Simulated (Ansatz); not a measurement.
One geometry of AlB6⁺, several levels of theory.

```yaml
crystal:
  periodic: [false, false, false]
  atoms:
    - {symbol: Al, position_ang: [0.265120, 0.439217, -1.552063]}
    - {symbol: B, position_ang: [-1.412623, 0.434764, 0.486303]}
    - {symbol: B, position_ang: [1.561391, 0.691759, 0.066076]}
    - {symbol: B, position_ang: [1.226367, -0.743362, 0.604531]}
    - {symbol: B, position_ang: [-0.318824, -0.996622, 0.315799]}
    - {symbol: B, position_ang: [-1.439361, -0.489850, -0.781007]}
    - {symbol: B, position_ang: [0.117931, 0.664095, 0.860361]}
basis:
  gaussian: {orbitals: def2-TZVP, initial_orbitals: start.molden}
total_charge: 1
magnetization: {spin_polarized: true, initial_magnetization: 2}
hamiltonian: {xc: pbe, dispersion: d4}
scf: {omitted_lower_state_checks: [starts]}
output: {orbitals: {seedname: orbitals}}
```

The file start.molden holds the orbitals of an earlier run on this structure, at another level or in another basis.

```sh
$ ansatz run in.yaml --threads 2 --pin off --events-out ev --progress --plain --max-ram 32768MiB --backend cpu
```

Output, abridged:

```
Functional definition: PBE
1273 factors; their error is unknown
mean field evaluation 1: about -10630.1723 eV, gradient 6.6e0 eV
mean field evaluation 2: about -10630.2919 eV, gradient 1.7e-1 eV
mean field evaluation 4: about -10630.2792 eV, gradient 6.6e-3 eV
mean field evaluation 8: about -10630.2792 eV, gradient 8.2e-5 eV
mean field -10630.27917588 eV, -390.6555542516 hartree, gradient 3.8e-5 eV, S^2 2.020919; 0 other end points of the search recorded, 0 dependent functions left out
reference -10630.27922180 eV, -390.6555559393 hartree; 22, 20 occupied and 201, 203 virtual orbitals, 1273 factors
Total energy: -10630.51912751 eV, -390.6643723114 hartree
Checks for a lower state left out: starts
```

Run time 6 s (2 threads of AMD EPYC 7R13 on a shared host).

The first input with `gaussian: {orbitals: def2-TZVP}`, `hamiltonian: {xc: pbe0, dispersion: d4}` (abridged; 12 s):

```
Functional definition: PBE0
mean field evaluation 16: about -10631.2103 eV, gradient 2.9e-2 eV
mean field -10631.21032477 eV, -390.6897733420 hartree, gradient 2.9e-5 eV, S^2 2.042050
Total energy: -10631.41061263 eV, -390.6971337850 hartree
Checks for a lower state left out: starts
```

First input, but with `hamiltonian: {xc: {name: r2SCAN0}, dispersion: d4}` (abridged; 34 s):

```
Functional definition: r2SCAN0
mean field -10636.19804328 eV, -390.8730686168 hartree, gradient 1.2e-5 eV, S^2 2.086828
Total energy: -10636.25807528 eV, -390.8752747520 hartree
Checks for a lower state left out: starts
```

Geometry: r2SCAN-D4/def2-SVP, that of the neutral doublet.

At PBE0-D4/def2-TZVP a singlet of charge 1 lies 0.36 eV below the triplet at the same geometry. The structure comes from a short search, and lower isomers may exist.
